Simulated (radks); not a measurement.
Task: The mean radii <r> (bohr) of the occupied orbitals of an atom or ion are listed with their occupations. All-electron calculation, Dirac Kohn-Sham, BLYP, spin-unpolarised, spherical densities, finite nucleus; Fermi nuclear charge, rms radius of each element as measured or else 0.836 A^(1/3) + 0.57 fm. Program: a radial shooting solver on a logarithmic mesh with Libxc functionals.

| orbital | occ. | <r> |
|---|---|---|
| 1s1/2 | 2 | 0.01867 |
| 2s1/2 | 2 | 0.07834 |
| 2p1/2 | 2 | 0.06486 |
| 2p3/2 | 4 | 0.07270 |
| 3s1/2 | 2 | 0.2043 |
| 3p1/2 | 2 | 0.1942 |
| 3p3/2 | 4 | 0.2087 |
| 3d3/2 | 4 | 0.1828 |
| 3d5/2 | 6 | 0.1873 |
| 4s1/2 | 2 | 0.4576 |
| 4p1/2 | 2 | 0.4629 |
| 4p3/2 | 4 | 0.4953 |
| 4d3/2 | 4 | 0.5114 |
| 4d5/2 | 6 | 0.5222 |
| 5s1/2 | 2 | 0.9975 |
| 4f5/2 | 6 | 0.5774 |
| 4f7/2 | 7 | 0.5837 |

Name the element and its charge. Open shells, if any, fill j = l - 1/2 first.

Result: Z = 73, tantalum, charge +12: Ta12+ in [Kr] 4d10 4f13 5s2. The 1s radius gives Z: for a bare nucleus <r> = (2 gamma + 1)/(2Z) with gamma = sqrt(1 - (Z/c)^2), 0.01844 bohr for Z = 73, and screening makes it slightly larger (0.01867 here). The occupations add up to 61, and the charge is Z minus that.
